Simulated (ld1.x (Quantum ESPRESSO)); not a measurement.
**Reading a pseudo-wave (rubidium (Rb))**

Columns: radius, all-electron u(r) and pseudo u(r) of the 4s shell (level -31.97 eV) of rubidium in the configuration [Ar] 3d10 4s2 4p6 5s1 5p0; LDA (PZ), scalar-relativistic, TM semilocal scheme, ld1.x (Quantum ESPRESSO) 7.5.

| r (bohr) | all-electron | pseudo |
| --- | --- | --- |
| 0.128 | -0.3026 | -0.0902 |
| 0.255 | 0.2136 | -0.1818 |
| 0.382 | 0.4863 | -0.2772 |
| 0.510 | 0.3039 | -0.3789 |
| 0.638 | -0.0580 | -0.4865 |
| 0.765 | -0.4074 | -0.5969 |
| 0.893 | -0.6749 | -0.7059 |
| 1.020 | -0.8430 | -0.8015 |
| 1.148 | -0.9270 | -0.8725 |
| 1.275 | -0.9455 | -0.9067 |
| 1.402 | -0.9192 | -0.9004 |
| 1.530 | -0.8636 | -0.8579 |
| 1.658 | -0.7918 | -0.7909 |
| 1.785 | -0.7133 | -0.7133 |
| 1.912 | -0.6338 | -0.6338 |
| 2.040 | -0.5564 | -0.5564 |
| 2.168 | -0.4842 | -0.4842 |
| 2.295 | -0.4188 | -0.4188 |
| 2.422 | -0.3601 | -0.3601 |
| 2.550 | -0.3078 | -0.3078 |
| 2.678 | -0.2620 | -0.2620 |
| 2.805 | -0.2225 | -0.2225 |
| 2.932 | -0.1884 | -0.1884 |
| 3.060 | -0.1589 | -0.1589 |
| 3.188 | -0.1338 | -0.1338 |
| 3.315 | -0.1126 | -0.1126 |

(1) How many radial nodes do the two functions have?

(2) At about which radius was the pseudo-wave matched?

(3) Is the pseudo-wave norm-conserving?

Results:

(1) The all-electron 4s function has n − l − 1 = 3 (the table is too coarse to show those close to the nucleus); the pseudo-wave has 0, since the states of the same l below it are removed with the core.

(2) 1.90 bohr, where the columns begin to agree (steps of 0.13 bohr).

(3) Yes: the TM semilocal scheme keeps the norm inside the radius equal to the all-electron one, which fixes the energy derivative of the logarithmic derivative at the level.
